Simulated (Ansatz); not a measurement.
Compare A (`C1C[SiH2]O1`) with its isomer B (`O/C=C/[SiH3]`).

Isolated molecules relaxed with PBE0-D4/def2-TZVP in Ansatz; ΔE leaves out vibrations. CCSD(T)/CBS adds triple-zeta CCSD(T) − MP2 to the extrapolated MP2 energy (def2 sets, frozen cores). DFT in def2-TZVPP. B3LYP here is the variant with VWN-RPA as its local correlation; programs differ in this. Each species was taken in one conformer, which may not be the lowest.

Problem. Which is lower in electronic energy at CCSD(T)/CBS, and by how much? (Best estimate.)

Solution. The calculation gave: A, by 22.2 kcal/mol.

Problem. Give E(B) − E(A) in kcal/mol with HF/def2-TZVPP, PBE-D4, B2PLYP, ωB97M-V, r2SCAN-D4, B3LYP, CCSD(T)/def2-SVP. (Estimate.)

Solution. Ansatz gave: HF/def2-TZVPP 20.1, PBE-D4 19.5, B2PLYP 20.6, ωB97M-V 22.6, r2SCAN-D4 20.9, B3LYP 18.6, CCSD(T)/def2-SVP 16.8. None reverses the order clearly.

Problem. Does the order hold for the free energy at 298.15 K (harmonic terms from PBE0-D4)? (Estimate.)

Solution. Computed: Yes: G(B) − G(A) = +19.1 kcal/mol, for one conformer each.

Largest T1 diagnostic: 0.013.

From r2SCAN to r2SCAN0 (25 % exact exchange), in def2-TZVPP and without D4, E(B) − E(A) moves by +2.0 kcal/mol. Leaving LDA and LC-ωPBE aside and taking each functional with its dispersion term where it has one, the values, not all of them listed here, spread over 8.0 kcal/mol, from BLYP-D4 to PBE-QIDH. LDA lies +2.9 kcal/mol from PBE without D4.
